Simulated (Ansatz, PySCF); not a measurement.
Stepwise substitution at one centre (Al SiH3-SH). Isolated molecules, 0 K electronic values unless said otherwise. One relaxed conformer stands for each flexible species; it need not be the lowest. Strings in code marks are SMILES.

Quantity: redistribution energy (mixed species minus the weighted end members), in kJ/mol.

Level 1: frozen-core CCSD(T)/cc-pVTZ // PBE0-D3(BJ)/def2-TZVP (Ansatz, a quantum-chemistry and plane-wave program)
Level 2: PBE-D3(BJ)/def2-TZVP // PBE0-D3(BJ)/def2-TZVP (PySCF)
Level 3: frozen-core MP2/cc-pVTZ // PBE0-D3(BJ)/def2-TZVP (Ansatz)
Level 4: HF/3-21G // PBE0-D3(BJ)/def2-TZVP (PySCF)

```
species                                                                                            level 1  level 2  level 3  level 4
-------------------------------------------------------------------------------------------------  -------  -------  -------  -------
2 of 3 SiH3 replaced by SH: `[SiH3][Al]([SH])[SH]` (S–Al–S–H torsion -179°, S–Al–S–H torsion -1°)    -9.49   -10.50    -9.64   -17.41
1 of 3 SiH3 replaced by SH: `[SiH3][Al]([SiH3])[SH]` (Si–Al–S–H torsion 0°)                          -7.92    -9.21    -7.85   -14.83
```
